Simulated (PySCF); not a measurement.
Rows and methods have been separated. Pair them.

Species: C2H5NO2Si.
Numbering: `[CH3:1][O:2][Si@H:3]([OH:4])[C:5]#[N:6]` (hydrogens: H7, H8, H9 on C1; H10 on Si3; H11 on O4)

Structure used (PBE0-D3(BJ)/def2-SVP), in Å, numbered top down from 1:
```xyz
11
C2H5NO2Si angstrom
C      1.7611   -0.0009    0.2448
O      0.6058   -0.7655    0.0144
Si    -0.9466   -0.4247    0.4238
O     -1.9832   -1.3489   -0.4453
C     -1.1892    1.3843    0.0082
N     -1.3015    2.5068   -0.2614
H      1.6281    1.0489   -0.0701
H      2.5875   -0.4358   -0.3356
H      2.0469   -0.0119    1.3107
H     -1.2714   -0.6284    1.8498
H     -1.9032   -1.3458   -1.4040
```

The closed-shell ground state was solved 7 times with PySCF (density fitting, gas phase), always in the pcSseg-2 basis (293 functions), with these functionals: B97-2, BHandHLYP, LC-wPBE, LDA, OPBE, mPW1PW91 and wB97X-D.

| row | total energy (Eh) | HOMO (eV) | LUMO (eV) | dipole (D) |
| --- | --- | --- | --- | --- |
| P | -574.0304 | -8.70 | -0.90 | 2.69 |
| Q | -570.7347 | -7.52 | -2.12 | 2.73 |
| R | -573.8570 | -11.80 | 1.37 | 2.72 |
| S | -573.9227 | -7.35 | -1.67 | 2.69 |
| T | -573.9758 | -10.51 | 0.07 | 2.72 |
| U | -574.0570 | -9.01 | -0.89 | 2.70 |
| V | -574.0251 | -10.90 | 0.93 | 2.70 |

Q: Which functional belongs to which row?

A: P = B97-2, Q = LDA, R = LC-wPBE, S = OPBE, T = BHandHLYP, U = mPW1PW91, V = wB97X-D. By rising HOMO–LUMO gap: LDA (LDA) 5.40 eV; OPBE (GGA) 5.68 eV; B97-2 (global hybrid, 21 % exact exchange) 7.80 eV; mPW1PW91 (global hybrid, 25 % exact exchange) 8.12 eV; BHandHLYP (global hybrid, 50 % exact exchange) 10.58 eV; wB97X-D (range-separated hybrid) 11.83 eV; LC-wPBE (range-separated hybrid) 13.17 eV. Total energies of different functionals aren't bounds to one another; each is stationary for its own functional.

One conformer stands for the species.

The pairwise dispersion term of wB97X-D wasn't added to the energies; at a given geometry it leaves orbitals and properties as they are.
